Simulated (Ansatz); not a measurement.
Born–Oppenheimer molecular dynamics of a periodic cell of 21 atoms, H₁₄SO₆ (contents 6 H2O + 1 SH2, density as packed 1.09 g/cm³ with natural masses). It starts from a partly relaxed structure (largest force component 0.21 eV/Å).

All numbers below come from Ansatz, DFT PBE, scalar-relativistic, plane waves, PAW. Settings: accuracy low, cutoff 420 eV, k mesh 1x1x1, fermi-dirac smearing 0.02 eV, no spin polarisation.

- ensemble: NVT, Langevin thermostat
- time step: 0.75 fs
- steps asked: 300
- set temperature: 700 K
- friction: 0.02 /fs
- seed: 618098

Frames 15 fs apart, positions in Å, forces in eV/Å.

Velocities at 67.5 fs (Å/ps):

```
O -2.01 -4.30 -9.63
H 37.83 28.73 25.34
H -24.68 -15.20 -6.30
O -11.49 7.65 -1.42
H -18.46 9.70 -11.40
H 31.81 -9.82 -0.84
O -3.98 9.69 -7.54
H 21.55 23.34 -14.94
H -1.84 -8.93 -10.15
O -6.90 -1.36 -3.93
H -10.12 31.17 25.71
H -10.53 -2.50 14.58
O -3.43 9.19 2.36
H 10.30 -10.93 10.69
H -22.23 34.21 20.42
O 0.98 1.12 1.74
H 14.55 28.35 3.21
H 2.93 -21.07 24.06
S -7.61 -3.22 4.19
H -37.34 -40.09 7.82
H -36.77 22.06 5.17
```

```xyz
21
Lattice="6.0000 0.0000 0.0000 0.0000 6.0000 0.0000 0.0000 0.0000 6.0000" Properties=species:S:1:pos:R:3:forces:R:3 time_fs=67.5 energy_less_start_eV=0.834 T=603
O 4.966 5.641 4.772 0.03 0.46 0.97
H 4.013 5.552 4.632 -0.33 0.04 -0.59
H 4.989 6.041 5.695 0.31 -0.19 -0.31
O 2.338 6.346 4.277 -0.31 -0.93 0.61
H 1.562 6.694 3.830 -0.32 1.15 -0.78
H 1.904 5.479 4.516 0.48 -0.39 0.15
O 5.997 1.860 3.336 -0.71 -2.08 -0.43
H 5.638 1.376 4.118 -0.10 0.23 -0.40
H 6.397 2.674 3.611 0.72 1.69 0.95
O 0.923 3.980 -1.196 -0.38 1.42 -1.46
H 1.025 3.433 -0.411 0.19 -0.85 0.90
H 0.077 4.527 -1.126 0.28 -0.41 -0.06
O 1.520 2.222 0.568 -0.70 -0.37 0.38
H 2.415 2.493 0.829 0.57 0.07 -0.07
H 1.617 1.370 0.117 0.18 -0.19 -0.42
O 5.169 0.616 1.206 0.23 0.44 0.99
H 4.309 0.814 1.583 -1.19 -0.17 -0.26
H 5.627 1.134 1.953 0.74 -0.19 -0.65
S 3.496 3.676 2.055 -0.25 0.70 0.38
H 2.576 4.627 1.677 0.34 -0.46 0.23
H 4.500 4.548 1.824 0.22 0.02 -0.12
21
Lattice="6.0000 0.0000 0.0000 0.0000 6.0000 0.0000 0.0000 0.0000 6.0000" Properties=species:S:1:pos:R:3:forces:R:3 time_fs=82.5 energy_less_start_eV=1.212 T=497
O 4.926 5.595 4.636 -1.27 -0.43 -2.96
H 4.023 5.828 4.214 1.11 -0.25 1.52
H 5.078 5.865 5.523 -0.64 1.02 1.97
O 2.177 6.404 4.227 -1.16 -1.35 -0.90
H 1.511 6.778 3.576 0.68 0.40 0.64
H 1.807 5.440 4.231 0.69 1.04 0.63
O 5.985 1.930 3.213 0.64 1.25 1.27
H 5.394 1.515 3.888 0.49 0.27 -0.21
H 6.396 2.799 3.647 -0.55 -1.34 -0.19
O 0.867 3.959 -1.269 0.59 -0.43 -0.34
H 1.038 3.423 -0.406 -0.47 0.56 -0.77
H -0.012 4.415 -1.333 -0.13 0.08 0.41
O 1.473 2.344 0.619 0.18 -1.85 -1.45
H 2.451 2.458 0.582 -0.06 0.29 0.26
H 1.384 1.576 -0.042 -0.11 0.77 0.82
O 5.093 0.625 1.329 -1.86 -0.28 -1.04
H 4.291 1.210 1.495 1.34 -0.72 -0.23
H 5.735 0.949 1.986 0.16 0.63 0.21
S 3.430 3.666 2.112 -0.57 -0.59 0.49
H 2.232 4.179 1.689 0.70 0.20 0.20
H 4.194 4.724 1.850 0.23 0.73 -0.32
21
Lattice="6.0000 0.0000 0.0000 0.0000 6.0000 0.0000 0.0000 0.0000 6.0000" Properties=species:S:1:pos:R:3:forces:R:3 time_fs=97.5 energy_less_start_eV=1.708 T=476
O 4.788 5.567 4.425 -0.79 1.97 3.77
H 3.830 5.786 4.264 -0.01 -0.38 -0.63
H 4.808 5.972 5.425 0.39 -1.28 -2.46
O 2.074 6.405 4.089 2.86 2.02 -0.01
H 1.581 6.984 3.486 -0.81 -0.22 0.16
H 1.640 5.643 4.409 -1.55 -1.89 0.11
O 5.997 1.951 3.222 0.37 1.05 1.00
H 5.330 1.388 3.669 0.20 0.09 0.15
H 6.233 2.765 3.824 0.03 -0.92 -0.75
O 0.870 4.004 -1.341 -1.66 0.95 0.14
H 0.919 3.625 -0.426 0.31 -0.20 -0.10
H -0.025 4.514 -1.336 0.94 -0.56 -0.35
O 1.425 2.434 0.625 0.24 -0.04 0.29
H 2.394 2.502 0.459 -0.36 -0.02 0.11
H 1.113 1.711 0.075 -0.02 -0.62 -0.51
O 4.943 0.625 1.440 0.07 0.32 -1.36
H 4.338 1.362 1.130 1.23 -0.52 0.91
H 5.773 1.034 1.885 -1.73 0.16 -0.66
S 3.423 3.693 2.203 -0.10 -1.54 0.51
H 2.250 4.104 1.758 -0.87 -0.02 0.05
H 3.838 4.859 1.840 1.26 1.66 -0.34
21
Lattice="6.0000 0.0000 0.0000 0.0000 6.0000 0.0000 0.0000 0.0000 6.0000" Properties=species:S:1:pos:R:3:forces:R:3 time_fs=112.5 energy_less_start_eV=1.662 T=577
O 4.670 5.670 4.363 -0.82 -0.83 -2.16
H 3.717 5.492 4.070 1.25 0.51 -0.39
H 4.478 5.761 5.259 -0.01 0.61 3.29
O 2.068 6.447 4.049 0.23 -1.16 0.49
H 1.360 7.048 3.725 -0.19 -0.26 -0.27
H 1.697 5.504 4.154 -0.03 1.43 -0.14
O 5.948 1.983 3.285 1.14 -0.07 -1.64
H 5.355 1.466 3.793 -1.52 -1.12 1.21
H 6.209 2.779 3.759 0.42 0.89 0.63
O 0.861 4.036 -1.412 0.42 -0.16 0.85
H 1.018 3.751 -0.462 -0.10 -0.10 -0.63
H -0.010 4.468 -1.385 -0.75 0.73 -0.16
O 1.351 2.427 0.739 -0.12 0.60 0.11
H 2.280 2.589 0.498 0.13 -0.28 0.08
H 1.003 1.781 0.117 0.10 -0.60 -0.44
O 4.856 0.616 1.393 1.90 -3.39 -0.03
H 4.348 1.309 1.116 -2.59 3.04 -1.10
H 5.580 1.079 1.832 0.54 0.30 0.62
S 3.382 3.779 2.355 -1.16 -2.20 0.22
H 2.070 4.110 2.063 1.07 0.51 0.08
H 4.081 4.861 2.143 0.09 1.55 -0.61
21
Lattice="6.0000 0.0000 0.0000 0.0000 6.0000 0.0000 0.0000 0.0000 6.0000" Properties=species:S:1:pos:R:3:forces:R:3 time_fs=127.5 energy_less_start_eV=1.872 T=606
O 4.581 5.803 4.455 2.67 -0.11 2.26
H 3.823 5.761 3.893 -1.63 0.07 0.08
H 4.447 5.953 5.443 -0.34 -0.19 -1.71
O 2.060 6.515 4.035 -0.15 1.88 -0.59
H 1.286 6.957 3.570 0.29 0.54 0.46
H 1.768 5.627 3.947 -0.33 -2.09 0.53
O 5.918 1.962 3.372 -1.67 -0.18 0.61
H 5.136 1.748 4.007 1.92 0.32 -1.08
H 6.323 2.898 3.627 -0.71 -1.02 -0.04
O 0.745 4.008 -1.519 -0.90 1.24 -0.33
H 0.609 3.508 -0.666 -0.03 0.59 -0.11
H -0.042 4.660 -1.702 0.63 -0.89 1.01
O 1.239 2.407 0.753 1.13 -0.24 -1.83
H 2.099 2.892 0.610 -0.60 -0.03 0.81
H 1.377 1.726 0.038 -0.56 0.04 0.55
O 4.789 0.603 1.240 -2.95 2.06 0.73
H 3.876 1.111 1.204 1.88 -1.39 -0.37
H 5.064 1.120 2.064 1.09 -0.41 -0.58
S 3.293 3.779 2.488 -0.01 0.51 -0.54
H 2.361 4.740 2.308 -0.68 -0.44 0.18
H 3.973 4.779 1.861 0.95 -0.23 -0.05
21
Lattice="6.0000 0.0000 0.0000 0.0000 6.0000 0.0000 0.0000 0.0000 6.0000" Properties=species:S:1:pos:R:3:forces:R:3 time_fs=142.5 energy_less_start_eV=1.519 T=910
O 4.600 5.915 4.606 -1.03 0.45 -0.13
H 3.681 6.054 4.120 1.70 0.04 1.55
H 4.665 6.408 5.494 -0.81 -0.89 -0.73
O 2.031 6.605 3.929 -2.47 -1.05 1.63
H 1.095 7.075 3.684 1.84 0.06 -0.34
H 1.563 5.928 4.558 1.51 0.74 -1.47
O 5.925 1.859 3.395 -0.99 -1.77 -0.66
H 5.414 1.546 4.186 -0.14 0.00 -0.77
H 6.140 2.792 3.492 0.41 1.32 0.70
O 0.621 4.048 -1.625 0.55 0.69 -0.71
H 0.743 3.594 -0.786 0.32 -0.66 0.97
H -0.187 4.575 -1.537 -0.94 0.81 0.13
O 1.183 2.367 0.588 0.91 -0.80 -0.10
H 1.792 2.675 1.310 -0.18 0.13 -0.26
H 1.732 1.631 0.197 -0.71 0.77 -0.05
O 4.665 0.652 1.151 -0.96 1.84 1.10
H 3.909 1.240 1.461 0.26 -1.06 -0.69
H 5.301 1.157 1.719 0.69 -0.52 -0.20
S 3.233 3.781 2.564 -0.98 -1.27 1.24
H 2.129 4.583 2.373 1.08 0.24 -0.36
H 4.210 4.177 1.764 -0.06 0.93 -0.84
21
Lattice="6.0000 0.0000 0.0000 0.0000 6.0000 0.0000 0.0000 0.0000 6.0000" Properties=species:S:1:pos:R:3:forces:R:3 time_fs=157.5 energy_less_start_eV=1.484 T=628
O 4.639 5.945 4.659 0.75 -0.35 2.48
H 3.815 6.126 4.262 -2.57 0.13 -1.98
H 4.305 6.134 5.602 1.24 0.11 -0.29
O 2.008 6.649 3.863 2.61 0.00 0.32
H 1.318 7.370 3.680 -0.52 -0.92 0.09
H 1.671 5.977 4.466 -0.63 -0.22 -0.23
O 5.986 1.753 3.397 -2.08 -0.17 0.03
H 5.377 1.026 3.835 1.21 0.94 -0.29
H 5.859 2.543 3.967 0.09 0.53 -0.34
O 0.534 4.094 -1.618 0.72 -0.21 1.20
H 0.842 3.765 -0.725 -0.23 -0.04 -0.53
H -0.204 4.691 -1.392 -0.50 0.34 -0.26
O 1.205 2.344 0.475 -2.13 0.47 -0.01
H 1.612 2.538 1.330 1.00 -0.10 0.01
H 1.746 1.990 -0.224 1.24 -0.54 -0.12
O 4.461 0.735 1.157 0.15 -0.15 -0.27
H 3.919 1.093 1.887 0.57 0.09 -0.25
H 5.401 1.040 1.217 -0.84 0.27 0.44
S 3.213 3.756 2.666 0.48 0.76 -2.07
H 2.492 4.707 1.996 -0.32 -0.25 0.80
H 4.058 4.023 1.557 -0.25 -0.70 1.27
21
Lattice="6.0000 0.0000 0.0000 0.0000 6.0000 0.0000 0.0000 0.0000 6.0000" Properties=species:S:1:pos:R:3:forces:R:3 time_fs=172.5 energy_less_start_eV=1.287 T=791
O 4.563 5.926 4.693 -1.10 0.31 0.88
H 3.645 6.082 4.263 1.39 0.13 0.63
H 4.407 6.163 5.676 0.17 -0.28 -1.01
O 2.212 6.577 3.842 0.41 0.86 -0.50
H 1.383 7.128 3.558 0.00 -0.92 0.48
H 2.042 5.659 4.096 -1.37 -0.07 0.07
O 5.915 1.744 3.343 0.18 2.79 0.61
H 5.338 1.223 3.925 -0.34 -1.13 0.39
H 5.844 2.681 3.849 0.93 -1.40 -1.40
O 0.486 4.109 -1.540 -0.33 0.17 -0.09
H 0.541 3.703 -0.630 -0.06 0.45 -0.40
H -0.264 4.795 -1.611 0.36 -0.57 0.81
O 1.289 2.287 0.355 1.75 0.31 0.47
H 1.824 2.431 1.229 -0.82 -0.10 -1.79
H 1.986 2.218 -0.380 -1.04 -0.19 1.42
O 4.310 0.871 1.190 -2.42 -1.16 -0.35
H 3.875 0.748 2.072 0.82 0.42 -0.78
H 5.139 1.306 1.221 1.61 0.87 1.00
S 3.165 3.796 2.722 -0.07 -1.52 0.86
H 2.304 4.746 2.330 0.49 0.30 -0.92
H 4.210 3.696 1.860 -0.54 0.73 -0.37
21
Lattice="6.0000 0.0000 0.0000 0.0000 6.0000 0.0000 0.0000 0.0000 6.0000" Properties=species:S:1:pos:R:3:forces:R:3 time_fs=187.5 energy_less_start_eV=1.680 T=538
O 4.525 5.941 4.805 1.34 0.15 0.76
H 3.672 5.806 4.343 0.13 0.54 0.62
H 4.497 6.309 5.757 -0.72 -0.54 -0.73
O 2.323 6.466 3.791 -4.10 0.41 0.07
H 1.354 6.889 3.545 2.02 -0.36 0.24
H 1.879 5.684 4.244 0.46 0.23 -0.46
O 5.846 1.653 3.347 -0.36 0.29 1.29
H 5.206 1.470 4.188 1.63 -0.12 -2.11
H 6.295 2.540 3.465 -0.84 -0.23 0.36
O 0.429 4.185 -1.513 2.24 -1.12 -1.09
H 0.611 3.840 -0.626 -0.19 -0.24 0.21
H -0.302 4.793 -1.567 -1.55 1.14 0.77
O 1.406 2.267 0.250 0.03 -1.57 -2.62
H 1.838 2.544 1.027 1.27 0.69 2.10
H 2.111 1.712 -0.230 -1.27 0.99 0.63
O 4.264 1.019 1.158 2.25 0.45 2.16
H 3.853 0.593 1.931 -1.06 -0.30 -0.23
H 5.092 1.270 1.776 -1.20 0.08 -1.60
S 3.126 3.769 2.803 0.43 -0.46 -0.57
H 2.694 4.757 2.041 -1.06 0.70 0.02
H 4.141 3.922 1.926 0.55 -0.72 0.19
21
Lattice="6.0000 0.0000 0.0000 0.0000 6.0000 0.0000 0.0000 0.0000 6.0000" Properties=species:S:1:pos:R:3:forces:R:3 time_fs=202.5 energy_less_start_eV=1.670 T=617
O 4.616 5.960 4.926 -0.12 -0.53 0.97
H 3.779 5.934 4.434 -0.49 -0.07 -0.50
H 4.292 6.126 5.857 1.01 0.63 -0.47
O 2.301 6.372 3.809 -2.19 -0.73 0.58
H 1.537 6.936 3.559 0.33 1.19 -0.49
H 1.650 5.676 4.184 1.30 -0.34 -0.19
O 5.837 1.608 3.249 0.76 -0.50 -1.65
H 5.505 0.830 3.734 -0.51 0.23 1.10
H 5.811 2.399 3.782 -0.15 0.72 0.75
O 0.515 4.326 -1.478 -0.94 -1.54 2.20
H 0.647 3.483 -0.883 0.69 1.62 -0.98
H -0.260 4.789 -0.969 0.79 -0.31 -1.47
O 1.490 2.284 0.190 -0.15 2.02 1.48
H 2.126 2.688 0.857 -0.89 0.06 -0.39
H 1.986 1.519 -0.006 0.86 -1.89 -1.10
O 4.251 1.143 1.144 -1.96 -1.05 -0.06
H 3.559 0.658 1.658 0.11 0.40 -0.26
H 4.792 1.421 1.884 1.49 0.53 0.84
S 3.121 3.751 2.811 -2.92 -0.94 1.67
H 2.589 4.848 2.242 0.83 0.12 -0.42
H 4.280 3.506 2.356 2.14 0.40 -1.61
```

Of the whole run (225 fs, mean temperature of the second half 703 K): A run of 0.23 ps of so small a system gives no equilibrium averages. Limits of this set-up: coarse k mesh, low accuracy level.

The run took 5.3 min on 1 thread of Arm Neoverse V2, with other jobs on the host, peak memory 0.37 GiB.
